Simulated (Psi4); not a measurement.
Conformational energy of SMILES [SiH3][CH2][GeH3] (CH8GeSi). Scanned: dihedral H4–Si1–C2–Ge3; all other coordinates were relaxed at GFN2-xTB. Heavy atoms are numbered in the order of the SMILES [SiH3][CH2][GeH3], hydrogens after them in the order of the atoms that carry them; the mirror image has the same energies with the sign of each dihedral reversed.

- PBE/def2-TZVP // GFN2-xTB (Psi4)
- MP2/cc-pVTZ = DF-MP2 (frozen core)/cc-pVTZ // GFN2-xTB (Psi4)

Energies relative to the lowest point of each profile, in kJ/mol:

```json
[
 {"φ / °": "0", "PBE/def2-TZVP": "4.68"},
 {"φ / °": "10", "PBE/def2-TZVP": "4.35"},
 {"φ / °": "20", "PBE/def2-TZVP": "3.43"},
 {"φ / °": "30", "PBE/def2-TZVP": "2.25"},
 {"φ / °": "40", "PBE/def2-TZVP": "1.11"},
 {"φ / °": "50", "PBE/def2-TZVP": "0.31"},
 {"φ / °": "60", "PBE/def2-TZVP": "0.00"},
 {"φ / °": "70", "PBE/def2-TZVP": "0.33"},
 {"φ / °": "80", "PBE/def2-TZVP": "1.16"},
 {"φ / °": "90", "PBE/def2-TZVP": "2.30"},
 {"φ / °": "100", "PBE/def2-TZVP": "3.47"},
 {"φ / °": "110", "PBE/def2-TZVP": "4.35"}
]
```

Problem. What does MP2/cc-pVTZ give at the same points?

Solution. 0: 5.50; 10: 5.11; 20: 4.00; 30: 2.60; 40: 1.26; 50: 0.33; 60: 0.00; 70: 0.37; 80: 1.35; 90: 2.71; 100: 4.09; 110: 5.13 (kJ/mol).
